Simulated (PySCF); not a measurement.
## Selenium: a sound run and one with changed settings

Sound run: Se²⁺ [Ar] 3d10 4s2 4p2, Se³⁺ [Ar] 3d10 4s2 4p1. All numbers are calculated (PySCF 2.14, a scalar-relativistic core potential, in cc-pVDZ-PP with ECP10MDF (4s3p2d, 23 functions)). The sound run starts from symmetry-adapted Hartree-Fock orbitals and uses a fine grid where one is needed.

Changed run: radial step 0.3 in ln r (0.13 in the sound run). This setting is unsound on purpose.

```tsv
species	method	sound run (hartree)	changed run (hartree)	converged
Se²⁺	UHF	-370.76627	-370.76627	yes
Se²⁺	BP86	-372.12149	-372.12129	yes
Se²⁺	PBE	-371.97131	-371.97102	yes
Se³⁺	UHF	-369.62842	-369.62842	yes
Se³⁺	BP86	-370.96155	-370.96131	yes
Se³⁺	PBE	-370.81497	-370.81465	yes
```

Ionisation energy of Se²⁺:

```
method  sound run (eV)  changed run (eV)
   UHF          30.962            30.962
  BP86          31.564            31.565
   PBE          31.466            31.466
```

A coarse radial grid mis-integrates the density and the exchange-correlation energy, with errors of either sign; Hartree-Fock needs no grid.

For comparison, NIST gives 31.697 ± 0.019 eV between the lowest levels.
